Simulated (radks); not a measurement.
The numbers below are computed, except where a source is named.
Q: The mean radii <r> (bohr) of the occupied orbitals of an atom or ion are listed with their occupations. Level of theory: non-relativistic Kohn-Sham, r2SCAN, spin-polarised, spherical densities, point nucleus; meta-GGA in the generalised Kohn-Sham scheme (a radial shooting solver on a logarithmic mesh with Libxc functionals).

| orbital | occ. | <r> |
|---|---|---|
| 1s | 2 | 0.3276 |
| 2s | 2 | 1.787 |

Name the element and its charge. Open shells, if any, are filled with parallel spins first.

A: Z = 5, boron, charge +1: B+ in [He] 2s2. The 1s radius gives Z: for a bare nucleus <r> = 1.5/Z, 0.3 bohr for Z = 5, and screening makes it slightly larger (0.3276 here). The occupations add up to 4, and the charge is Z minus that.
